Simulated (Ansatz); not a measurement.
Coupled-cluster diagnostics for TlH₂, Ansatz.

Geometry of the doublet (r2SCAN-D4/def2-TZVP):

| atom | x (Å) | y (Å) | z (Å) |
| --- | --- | --- | --- |
| Tl1 | -0.161 | -0.073 | -0.529 |
| H2 | 0.617 | 1.493 | -0.100 |
| H3 | -0.456 | -1.421 | 0.629 |

In the def2 sets Tl takes a core potential; there is no spin–orbit coupling. Correlated methods freeze 4 core orbitals; core or outer-core shells of Tl are correlated, in sets that lack core-valence functions. The structure comes from a short search, and lower isomers may exist.

Geometry of the charge 0 quartet (r2SCAN-D4/def2-TZVP):

Cartesian coordinates in Å:
```
Tl -0.552 -0.505 0.721
H -0.693 0.446 -0.967
H 1.245 0.060 0.246
```

Estimate the CCSD(T) correlation energy, the shares of MP2 and (T), T1 and the reference's ⟨S²⟩ for: charge 0, doublet, own geometry in def2-TZVPP; charge 0, doublet, own geometry in def2-TZVPD; charge 0, quartet, own geometry in def2-TZVPP; charge 1, singlet, vertical in def2-TZVPP; charge -1, singlet, vertical in def2-TZVPD; and the rough time on 4 threads of Intel Xeon on a shared host.


```
                          state       basis  correlation (eV)  MP2 share (%)  (T) share (%)     T1  ⟨S²⟩ (pure)  wall time                            remarks
charge 0, doublet, own geometry  def2-TZVPP           -10.151           99.8            2.2  0.019  0.77 (0.75)      1.4 s                                  –
charge 0, doublet, own geometry  def2-TZVPD           -10.018           99.7            2.2  0.020  0.77 (0.75)      1.2 s                                  –
charge 0, quartet, own geometry  def2-TZVPP            -9.504          102.0            2.2  0.019  3.80 (3.75)      1.4 s                                  –
    charge 1, singlet, vertical  def2-TZVPP            -9.907           98.4            2.5  0.023  0.00 (0.00)     0.75 s  large T1, restricted SCF unstable
   charge -1, singlet, vertical  def2-TZVPD           -10.873          100.2            2.5  0.020  0.00 (0.00)      1.1 s  large T1, restricted SCF unstable
```
Customary marks for T1 are 0.02 (closed shells), 0.045 (open shells) and about 0.05 (3d metals). T1 exceeds 0.02 in 2 of 5 rows and 0.045 in 0; the higher it lies, the less the single-reference result can be trusted.
